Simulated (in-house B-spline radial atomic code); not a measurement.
Sb³⁺ is squeezed into an impenetrable sphere of radius R (the orbitals vanish at R). Computed with an all-electron radial atomic-structure program (B-spline basis): non-relativistic PBE, spin-polarised, spherical fractional occupations, point nucleus.

Energies in eV above the free ion in [Kr] 4d10 5s2:

| R (bohr) | highest level (eV) | [Kr] 4d10 5s2 | [Ar] 3d9 4s2 4p6 4d10 4f1 5s2 | [Kr] 4d10 5s1 5d1 | -dE/dV in [Kr] 4d10 5s2 (GPa) |
| --- | --- | --- | --- | --- | --- |
| 9.53 | -37.5 | 0 | 558.7 | 20.26 | 1.66e-06 |
| 6.86 | -37.5 | 0.001321 | 558.8 | 20.37 | 0.00662 |
| 5.01 | -37.3 | 0.1606 | 559.9 | 21.86 | 1.34 |
| 4.14 | -36.4 | 1.229 | 562.2 | 25.61 | 13.9 |
| 3.34 | -32.6 | 7.187 | 570.5 | 37.71 | 121 |
| 2.93 | -26.9 | 17.79 | 582.9 | 54.17 | 401 |
| 2.58 | -16.4 | 39.82 | 606.7 | 83.61 | 1220 |
| 2.03 | 29.7 | 160.8 | 730.1 | 222.1 | 9210 |
| 1.77 | 85 | 338.8 | 908.2 | 410.2 | 27900 |
| 1.44 | 243 | 970.3 | 1539 | 1050 | 136000 |

Task: Does [Ar] 3d9 4s2 4p6 4d10 4f1 5s2 fall below [Kr] 4d10 5s2 under compression?

Result: No, it stays above over the whole range.

Task: Does [Kr] 4d10 5s1 5d1 fall below [Kr] 4d10 5s2 under compression?

Result: No, it stays above over the whole range.

The highest level is first positive in the row R = 2.03 bohr, pushed up by confinement above the zero of the free ion's potential. Each configuration is held fixed and needn't be the lowest in the sphere.
